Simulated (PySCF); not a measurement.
An EPR job on `[H]/N=C\c1cccc([C]=O)c1` [radical].

Method: UKS B3LYP, pcH-1 on C H N O, non-relativistic, mean-field spin-orbit, GIAO (PySCF 2.14.0). Geometry: GFN2-xTB. A driver script takes a list of jobs; this job's settings line and coordinates (Å) are shown.

Command:
```bash
OMP_NUM_THREADS=1 python probes_run.py task.json out
```

Input:
```
{"job": {"kind": "epr", "basis": "pcH-1"}, "charge": 0, "multiplicity": 2}
N     -3.264065    -0.577386     0.175321
C     -2.104098    -1.020854    -0.021955
C     -0.819857    -0.303620    -0.009360
C     -0.759600     1.093144     0.131688
C      0.473472     1.739142     0.138458
C      1.646057     1.045457     0.018167
C      1.617391    -0.384830    -0.122253
C      2.743751    -1.092344    -0.236288
O      3.725985    -1.713706    -0.337375
C      0.340309    -1.033721    -0.137971
H     -3.321950     0.421203     0.372069
H     -2.034316    -2.087022    -0.226849
H     -1.665724     1.671114     0.225841
H      0.506738     2.813548     0.241249
H      2.600589     1.545912     0.024933
H      0.307719    -2.107094    -0.247085
```

Question: Give the output.

Answer: 
```
UKS, coarse grid
  cycle   1  E = -438.21744853  |g| = 6.04e-01
  cycle   2  E = -437.65599796  |g| = 1.34e+00
  cycle   3  E = -438.36600600  |g| = 1.68e-01
  cycle   4  E = -438.37575185  |g| = 1.05e-01
  cycle   5  E = -438.38060939  |g| = 2.71e-02
  cycle   6  E = -438.38103690  |g| = 1.06e-02
  cycle   7  E = -438.38112348  |g| = 6.72e-03
  cycle   8  E = -438.38118184  |g| = 2.55e-03
  cycle   9  E = -438.38119610  |g| = 1.49e-03
  cycle  10  E = -438.38119785  |g| = 8.11e-04
UKS, final grid
  cycle   1  E = -438.38119734  |g| = 1.44e-03
  cycle   2  E = -438.38119429  |g| = 3.04e-03
  cycle   3  E = -438.38119849  |g| = 1.87e-04
  cycle   4  E = -438.38119853  |g| = 1.46e-04
  cycle   5  E = -438.38119860  |g| = 8.98e-05
  cycle   6  E = -438.38119860  |g| = 3.41e-05
  cycle   7  E = -438.38119860  |g| = 1.43e-05
E = -438.38119860 Eh   <S^2> = 0.7800 (exact 0.7500)
g shifts (ppm)      1          2          3
  rmc          -186       -186       -186
  gc             43         -9         33
  oz_so       -5753        -58       1397
  total       -5896       -253       1244
hyperfine (MHz)  atom isotope    a_iso     a_fc   dipolar eigenvalues
    0   14N      -1.34      -1.34     -3.48      1.64      1.84
    1   13C       5.35       5.35     -2.01     -1.15      3.16
    2   13C     -26.11     -26.11    -16.28      7.12      9.16
    3   13C      34.85      34.85    -31.76    -29.82     61.57
    4   13C     -27.93     -27.93    -18.07      7.68     10.39
    5   13C      28.34      28.34    -25.45    -25.02     50.47
    6   13C     -31.51     -31.51     -5.67      1.63      4.04
    7   13C      20.51      20.51    -32.71    -30.40     63.11
    8   17O     -14.53     -14.53    -60.89     29.61     31.28
    9   13C      23.52      23.52    -20.74    -20.37     41.11
   10    1H       2.60       2.60     -3.62     -0.75      4.37
   11    1H      -1.71      -1.71     -0.95     -0.88      1.83
   12    1H     -26.02     -26.02    -15.66      0.14     15.52
   13    1H       7.21       7.21     -2.98     -0.99      3.97
   14    1H     -21.00     -21.00    -10.26     -1.62     11.88
   15    1H     -17.39     -17.39     -8.03     -1.71      9.73
```

rmc, gc and oz_so are the mass-correction, gauge-correction and orbital-Zeeman/spin–orbit parts of the g shift along its three principal axes; a_iso is the isotropic hyperfine coupling and a_fc its Fermi-contact part. The program numbers atoms from 0.

Question: How far is ⟨S²⟩ from the pure-spin value?

Answer: S = 0.5 gives S(S+1) = 0.75; the run has 0.7800, 0.0300 more.

In short: ⟨S²⟩ 0.780; g_iso 2.0007.

The structure is a single GFN2-xTB conformer in the gas phase; no vibrational or solvent corrections.

Hardware: Intel Xeon Platinum 8488C, one thread, shared host. Cost: 1.7 min (grids of density and orbitals included), 0.96 GiB resident at most.
Labels such as C1 count atoms from 1, the log's own numbers from 0.
